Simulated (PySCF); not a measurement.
PySCF input file for YF3, SMILES [F][Y]([F])[F], PBE-D3(BJ)/def2-TZVP. Coordinates come from a PBE-D3(BJ)/def2-TZVP optimisation. The isomer is the one that the SMILES or the coordinates give; other isomers of the formula were not compared. The def2 effective core potentials stand for the cores of Y; spin–orbit coupling is left out.

```python
import numpy as np
from pyscf import gto, scf, dft, df
from pyscf.hessian import thermo

mol = gto.M(
    atom='''
    Y     0.00000000    0.00000000    0.00000000
    F     2.00948992    0.00000000    0.00000000
    F    -1.00474496   -1.74026932    0.00000000
    F    -1.00474496    1.74026932    0.00000000
    ''',
    basis='def2-TZVP',
    ecp={'Y': 'def2-tzvp'},
    charge=0,
    spin=0,
    max_memory=1600,
    verbose=3,
)
mf = dft.RKS(mol, xc='pbe').density_fit(auxbasis='def2-universal-jkfit')
mf.disp = 'd3bj'
mf.grids.level = 3
mf.conv_tol = 1e-11
mf.max_cycle = 100
mf.kernel()

# [left out here: the lines that compute and print the analytic Hessian (its translational invariance restored by hand, since the grid's response is missing), thermochemistry and intensities]
```

Program output:

```
converged SCF energy = -337.979317736171

WARN: DFTD3 does not support analytical Hessian, using finite difference


WARN: Mole.unit (angstrom) is changed to Bohr

Mode                                 0                   1                   2
Irrep
Freq [cm^-1]                      -18.9210            138.5751            138.5791
Reduced mass [au]                  27.4213             21.0545             21.0545
Force const [Dyne/A]               -0.0058              0.2382              0.2382
Char temp [K]                     -27.2231            199.3787            199.3845
Normal mode                   x     y     z       x     y     z       x     y     z
       0   Y                 0.00 -0.00 -0.07   -0.04  0.00 -0.00    0.00  0.04 -0.00
       1   F                -0.00  0.00  0.10   -0.05 -0.01  0.00    0.00 -0.17  0.00
       2   F                -0.00 -0.00  0.10    0.12 -0.09  0.00    0.09  0.00  0.00
       3   F                 0.00 -0.00  0.10    0.11  0.09  0.00   -0.10 -0.01  0.00
Mode                                 3                   4                   5
Irrep
Freq [cm^-1]                      554.4164            577.1001            577.1005
Reduced mass [au]                  18.9984             24.0337             24.0337
Force const [Dyne/A]                3.4406              4.7160              4.7160
Char temp [K]                     797.6818            830.3185            830.3191
Normal mode                   x     y     z       x     y     z       x     y     z
       0   Y                -0.00 -0.00 -0.00   -0.00  0.05  0.00   -0.05 -0.00 -0.00
       1   F                 0.13  0.00  0.00    0.01 -0.01 -0.00    0.16  0.00  0.00
       2   F                -0.07 -0.11  0.00   -0.06 -0.12 -0.00    0.05  0.07  0.00
       3   F                -0.07  0.11  0.00    0.07 -0.13 -0.00    0.04 -0.06  0.00
temperature 298.1500 [K]
pressure 101325.00 [Pa]
Rotational constants [GHz] 4.39175 4.39175 2.19587
Symmetry number 6
Zero-point energy (ZPE) 0.00452 [Eh]   11877.549 [J/mol]
                           tot       elec      trans        rot        vib
Entropy [J/mol/K]       296.555      0.000    170.891     95.692     29.972
Cv [J/mol/K]             54.738      0.000     12.472     12.472     29.795
Cp [J/mol/K]             63.053      0.000     20.786     12.472     29.795
Internal energy [J/mol]                      3718.434   3718.434  16760.194
Internal energy [Eh]   -337.97010  -337.97932
Enthalpy [J/mol]                             6197.391   3718.434  16760.194
Enthalpy [Eh]          -337.96916
Gibbs free energy [J/mol]                  -44753.869 -24812.000   7824.054
Gibbs free energy [Eh] -338.00283
mode   freq/cm-1   IR/(km/mol)
   1      -18.92        90.017
   2      138.58        14.952
   3      138.58        14.943
   4      554.42         0.000
   5      577.10       212.854
   6      577.10       212.826
max |gradient| / (hartree/bohr): 0.0002920069514885258
APT charges: [ 2.3873 -0.7958 -0.7958 -0.7958]
```

Self-consistency was reached. The end point has an imaginary mode, so it is no minimum.

Cost: around 70 core-seconds (rough).
